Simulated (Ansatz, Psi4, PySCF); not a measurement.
Br2Zn (SMILES [Br][Zn][Br]), singlet, at a GFN2-xTB geometry (such geometries of metal compounds can be far from the true shape). Base run: HF/STO-3G (PySCF).

The PySCF input:
```python
from pyscf import gto, scf

mol = gto.Mole()
mol.atom = '''
    Zn   -0.00812161   -0.01195013   -0.01326557
    Br   -0.24664341    1.76351145   -1.42520509
    Br    0.25360479   -1.75326848    1.43657557
'''
mol.basis = 'sto-3g'
mol.verbose = 3
mol.build()

mf = scf.RHF(mol)
mf.kernel()
```

The same geometry, method and basis name were run in Ansatz (an electronic-structure program) and Psi4 and PySCF, at each program's defaults and at the settings that a row names. The base is PySCF at its defaults. Differences at the defaults can come from grids, fitting, cores and function types together.

| code and settings | ΔE vs base (mEh) | basis functions | E (Eh) | SCF cycles | dipole (D) |
|---|---|---|---|---|---|
| PySCF, defaults (exact integrals, spherical functions) | 0.000 | 54 | -6846.69338 | 10 | 0.04 |
| Psi4, defaults (density fitting with its default set, spherical functions) | 1.014 | 54 | -6846.69237 | 14 | 0.04 |
| Ansatz, defaults (factorised integrals, spherical functions) | 0.022 | 54 | -6846.69336 | - | - |
| PySCF, density fitting with def2-universal-jkfit | 1.014 | 54 | -6846.69237 | 10 | 0.04 |
| Psi4, exact integrals, spherical functions | 0.000 | 54 | -6846.69338 | 18 | 0.04 |
| Ansatz, high accuracy | 0.000 | 54 | -6846.69338 | - | - |
